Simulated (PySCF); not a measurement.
**Spinor energies of Ti (titanium, neutral)**

Start: [Ar] 3d4; 3d5/2 filled at m_j = -1/2, +1/2, +3/2, +5/2. Calculated with PySCF 2.14 in x2c-TZVPall-2c (6s7p4d1f, 54 functions): generalised Hartree-Fock with the X2C-1e Hamiltonian and a Gaussian nucleus; one run each with spin-orbit coupling (SO) switched off, then screened by Boettger's factors. This is a chosen level, not necessarily the ground level.

| spinor shell | electrons | ε, spin-free (eV) | ε, screened SO (eV) | weight of nominal j (screened SO) | rms radius, screened SO (bohr) |
| --- | --- | --- | --- | --- | --- |
| 1s1/2 | 2 | -5011.7 | -5011.7 | 1.000 | 0.0804 |
| 2s1/2 | 2 | -582.08 | -582.07 | 1.000 | 0.350 |
| 2p1/2 | 2 | -477.94 | -481.89 | 0.995 | 0.318 |
| 2p3/2 | 4 | -477.94 | -476.00 | 0.998 | 0.321 |
| 3s1/2 | 2 | -72.158 | -72.160 | 1.000 | 1.09 |
| 3p1/2 | 2 | -42.652 | -42.288 | 0.666 | 1.20 |
| 3d5/2 | 4 | -4.411 | -4.407 | 0.697 | 2.51 |

Task: Where does 3p3/2 lie, and what is the 3p spin-orbit splitting (screened SO)?

Result: At -42.842 eV, -0.554 eV above 3p1/2.

| quantity | spin-free | screened SO |
| --- | --- | --- |
| E (hartree) | -852.56609 | -852.57220 |
| M_J | 4 | 4 |
| ⟨J²⟩ | 20.042 | 20.041 |
| ⟨L²⟩ | 6.041 | 6.041 |
| ⟨S²⟩ | 6.001 | 6.001 |

Each row is a mean over spinors that exchange with the open shell spreads, by up to 7.560 eV (3p3/2).

Rows whose weight is well below 1 are mixtures of j = l ± 1/2: exchange outweighs spin-orbit coupling there, and the label is only the starting occupation.

Without spin-orbit coupling the j labels of p, d and f shells carry no meaning; the spin-free column gives the mean over the occupied spinors of each nl shell.
